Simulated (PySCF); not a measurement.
C₃H₇AlO₂, SMILES C=C[CH2][Al]([OH])[OH]. Atoms are numbered in the order given.

```xyz
13

Al     0.0898     0.0139     0.9164
C      0.2177    -1.1048    -0.6906
C     -0.5170    -0.4684    -1.8268
C      0.0069     0.3289    -2.7682
H     -0.1628    -2.1139    -0.4614
H      1.2944    -1.2070    -0.9187
H     -1.6015    -0.6444    -1.8494
H      1.0809     0.5434    -2.8048
H     -0.6160     0.7817    -3.5437
O     -0.1748     1.6974     0.8134
H     -0.3054     2.1321    -0.0357
O      0.2589    -0.6967     2.4530
H      0.2245    -0.2115     3.2826
```
Charge 0, spin multiplicity 1.

Geometry: B3LYP-D3(BJ)/def2-SVP. One conformer was computed; it need not be the lowest.

Calculation: PySCF with HF/def2-TZVP.

Atomic charges (e):

```json
[
 {"atom": "Al1", "Löwdin": "[?]", "Mulliken": "0.95", "meta-Löwdin": "1.31"},
 {"atom": "C2", "Löwdin": "-0.35", "Mulliken": "-0.45", "meta-Löwdin": "-0.50"},
 {"atom": "C3", "Löwdin": "-0.21", "Mulliken": "-0.12", "meta-Löwdin": "-0.05"},
 {"atom": "C4", "Löwdin": "[?]", "Mulliken": "-0.33", "meta-Löwdin": "-0.29"},
 {"atom": "H5", "Löwdin": "0.15", "Mulliken": "0.14", "meta-Löwdin": "0.11"},
 {"atom": "H6", "Löwdin": "0.15", "Mulliken": "0.13", "meta-Löwdin": "0.11"},
 {"atom": "H7", "Löwdin": "[?]", "Mulliken": "0.12", "meta-Löwdin": "0.10"},
 {"atom": "H8", "Löwdin": "0.12", "Mulliken": "0.12", "meta-Löwdin": "0.10"},
 {"atom": "H9", "Löwdin": "0.12", "Mulliken": "0.13", "meta-Löwdin": "0.11"},
 {"atom": "O10", "Löwdin": "[?]", "Mulliken": "-0.69", "meta-Löwdin": "-0.85"},
 {"atom": "H11", "Löwdin": "0.19", "Mulliken": "0.35", "meta-Löwdin": "0.35"},
 {"atom": "O12", "Löwdin": "[?]", "Mulliken": "-0.68", "meta-Löwdin": "-0.85"},
 {"atom": "H13", "Löwdin": "0.18", "Mulliken": "0.34", "meta-Löwdin": "0.35"}
]
```

### Question
Fill in the missing entries. (Estimate from the structure and the level; the computed values follow.)

### Answer

- Al1, Löwdin: 0.11
- C4, Löwdin: -0.24
- H7, Löwdin: 0.14
- O10, Löwdin: -0.18
- O12, Löwdin: -0.17
